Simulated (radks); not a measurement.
Values are calculated unless marked as measured or tabulated.
Initial-state core-level shifts of neutral platinum when its valence configuration changes from [Xe] 4f14 5d9 6s1. Level of theory: Dirac Kohn-Sham, PBEsol, spin-unpolarised, spherical densities, finite nucleus; open shells fill j = l - 1/2 first; Fermi nuclear charge, rms radius 5.427 fm (a radial shooting solver on a logarithmic mesh with Libxc functionals). Shifts are changes of the shell-averaged eigenvalues in eV (positive: less bound); the change of the density at the nucleus, which sets a Mossbauer isomer shift, is in e/bohr^3, on a base of 1.972e+06.

valence                    1s       3s       4s      5p  density at nucleus
4f13 5d10 6s1         -11.334  -14.401  -12.409  -2.757              +140.8
4f13 5d9 6s1 6p1      -15.808  -18.978  -16.977  -7.078              +172.0
4f14 5d8 6s1 6p1       -4.182   -4.285   -4.278  -4.056               +29.0
4f14 5d10              +2.262   +2.375   +2.370  +2.203              -120.6
4f14 5d9 6s0.5 6p0.5   -0.846   -0.832   -0.836  -0.855               -54.9
4f13 5d9 6s2          -14.184  -17.376  -15.368  -5.450              +291.3
4f13.5 5d9 6s0.5 6p1   -8.560  -10.105   -9.150  -4.287               +24.3
4f14 5d9 6p1           -1.613   -1.587   -1.594  -1.630              -113.0
4f14 5d7.5 6s1 6p1.5   -6.286   -6.449   -6.434  -6.055               +45.7
